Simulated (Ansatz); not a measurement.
One change: `BC(=C)Cl` becomes `C=C(O)Cl`.

Ansatz, PBE0-D4/def2-TZVP geometries, multiplicity 1. Each molecule was computed in one conformer, which needn't be the lowest.

```csv
property,`BC(=C)Cl`
size of the dipole moment (ωB97M-V/def2-TZVPP) / D,1.75
HOMO energy (B3LYP/def2-TZVPP) / eV,-7.64
HOMO–LUMO gap (B3LYP/def2-TZVPP) / eV,4.96
LUMO energy (B3LYP/def2-TZVPP) / eV,-2.68
HOMO energy (PBE/def2-TZVPP) / eV,-6.76
zero-point energy (PBE0-D4/def2-TZVP) / kJ/mol,141.4
```

**Question.** Give the same properties after the change, and the shifts. (An estimate is asked.)

**Answer.** Ansatz gave: 
```json
{"property": "size of the dipole moment (ωB97M-V/def2-TZVPP) / D", "`C=C(O)Cl`": "2.15", "shift": "0.40"}
{"property": "HOMO energy (B3LYP/def2-TZVPP) / eV", "`C=C(O)Cl`": "-6.79", "shift": "0.85"}
{"property": "HOMO–LUMO gap (B3LYP/def2-TZVPP) / eV", "`C=C(O)Cl`": "6.89", "shift": "1.93"}
{"property": "LUMO energy (B3LYP/def2-TZVPP) / eV", "`C=C(O)Cl`": "0.10", "shift": "2.78"}
{"property": "HOMO energy (PBE/def2-TZVPP) / eV", "`C=C(O)Cl`": "-5.78", "shift": "0.98"}
{"property": "zero-point energy (PBE0-D4/def2-TZVP) / kJ/mol", "`C=C(O)Cl`": "124.9", "shift": "-16.5"}
```

With PBE0 the HOMO rises by 0.87 eV and the LUMO rises by 2.84 eV, so the gap widens by about 1.97 eV. PBE moves the HOMO by 0.98 eV and ωB97M-V by 0.81 eV. The zero-point energy changes by -16.5 kJ/mol with -3 modes. Dipoles are sizes alone; their direction can turn.

B3LYP here is the variant with VWN-RPA as its local correlation; programs differ in this.
